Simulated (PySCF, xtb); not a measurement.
Si(F)(Me)(Et)(OH) (C₃H₉FOSi), SMILES CC[Si](C)(O)F.

GFN2-xTB in xtb 6.7.1 at its own geometry gives an orbital gap of 7.00 eV and a dipole moment of 1.53 D.

Geometry optimised at B3LYP-D3(BJ)/def2-SVP. Other conformers were not sampled.

Q: What does r2SCAN/def2-TZVP run with PySCF give? (An estimate is asked for; the answer gives what the named calculation found.)

A: gap 7.75 eV (levels -7.12 and 0.62 eV), dipole 1.73 D.
